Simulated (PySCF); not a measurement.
SiH2FCl, SMILES F[SiH2]Cl. Atoms are numbered in the order given.

```xyz
5

Si     0.5114     0.5551     0.0000
F     -0.7342     1.5518     0.0000
Cl    -0.1834    -1.3707     0.0000
H      1.2828     0.7820    -1.2305
H      1.2828     0.7820     1.2305
```

Coordinates come from a B3LYP-D3(BJ)/def2-TZVP optimisation.

These are TDA-ωB97X/def2-SVPD in PySCF values and carry that method's errors.

Vertical excitations. Isolated molecule, no solvent. State labels are in the subgroup Cs.

```
state  symmetry  energy (eV)  λ (nm)      f                                              main pairs
-----  --------  -----------  ------  -----  ------------------------------------------------------
S1           A"         8.18     151  0.012                                          HOMO→LUMO 86 %
S2           A"         8.35     148  0.007                                        HOMO→LUMO+1 92 %
S3           A'         9.02     137  0.041                    HOMO−1→LUMO+1 64 %, HOMO−1→LUMO 21 %
S4           A'         9.23     134  0.015                    HOMO−1→LUMO 58 %, HOMO−1→LUMO+1 24 %
S5           A"         9.40     132  0.039                                        HOMO→LUMO+2 79 %
S6           A"         9.67     128  0.000                                        HOMO−2→LUMO 83 %
S7           A"         9.90     125  0.058                    HOMO−2→LUMO+1 74 %, HOMO→LUMO+3 15 %
S8           A'         9.96     125  0.057                                        HOMO−3→LUMO 83 %
S9           A'        10.06     123  0.034                                      HOMO−1→LUMO+2 71 %
S10          A'        10.40     119  0.024  HOMO−3→LUMO+1 39 %, HOMO→LUMO+6 28 %, HOMO→LUMO+4 20 %
T1           A"         7.78     159      0                                          HOMO→LUMO 75 %
T2           A"         7.99     155      0                                        HOMO→LUMO+1 80 %
T3           A'         8.46     147      0                    HOMO−1→LUMO+1 63 %, HOMO−1→LUMO 18 %
T4           A'         8.70     142      0                    HOMO−1→LUMO 64 %, HOMO−1→LUMO+1 18 %
```
Triplets are in the Tamm–Dancoff approximation.
